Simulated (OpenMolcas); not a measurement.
**MoCl4O (SMILES O=[Mo](Cl)(Cl)(Cl)Cl): methods side by side**

The species is MoCl4O (6 atoms), meant as a singlet with charge 0. SMILES: `O=[Mo](Cl)(Cl)(Cl)Cl`. The coordinates come from a PBE0-D4/def2-TZVP relaxation.

Each level gives the dipole moment (D). The values are calculated.

```tsv
level	kind	program	value (D)	CPU time
HF/def2-SVP (core potential)	Hartree–Fock	OpenMolcas	1.34	43 s
SVWN5/def2-SVP (core potential)	LDA	OpenMolcas	0.59	82 s
PBE/def2-SVP (core potential)	GGA	OpenMolcas	0.76	97 s
TPSS/def2-SVP (core potential)	meta-GGA	OpenMolcas	0.87	2.1 min
M06-2X/def2-SVP (core potential)	hybrid meta-GGA	OpenMolcas	1.27	89 s
```

The values span 0.59 to 1.34 D. Magnitudes only. Times are those of the runs behind each value, whatever else they computed, on shared processors of several kinds: orders of magnitude only.
